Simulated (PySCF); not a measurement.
**Relaxation of quartet IrS₃**

All numbers come from UB3LYP/[Ir def2-SVP with ECP60, S def2-SVP], scalar-relativistic core potentials, density fitting, no spin–orbit coupling, PySCF. A (50,194) grid was used.

A hand-made side-on plus terminal start, of C2v symmetry, held to at least that symmetry:

Coordinates in bohr (charge 0 multiplicity 4):
```
Ir    0.0000    0.0000   -0.4197
S     1.9275    0.0000    3.5128
S    -1.9275    0.0000    3.5128
S     0.0000    0.0000   -4.4926
```

(1) What does it relax to?

(2) How much energy is released, and in how many steps?

Results:

(1) It ends at C2v with Ir–S 2.118 Å, Ir–S 2.353 Å (×2), S–S 2.047 Å; Ir–S–S 64.2° (×2), S–Ir–S 51.5°, S–Ir–S 154.2° (×2). A frequency run shows a minimum. Other isomers or separated fragments may lie lower.

(2) 2.5 kJ/mol in 4 steps.

Open d and f shells are described by one determinant, and the ground state may have another occupation or spin. At this level a doublet minimum of C2v symmetry lies 95 kJ/mol below this structure. With an element this heavy the missing spin–orbit coupling can shift these numbers.

The relaxation took 14 s on 2 threads of a shared Arm Neoverse V2 host, with 86 basis functions and 5 gradients; the process peaked at 0.61 GiB. Launch command: `OMP_NUM_THREADS=2 python axn.py task.json out`.
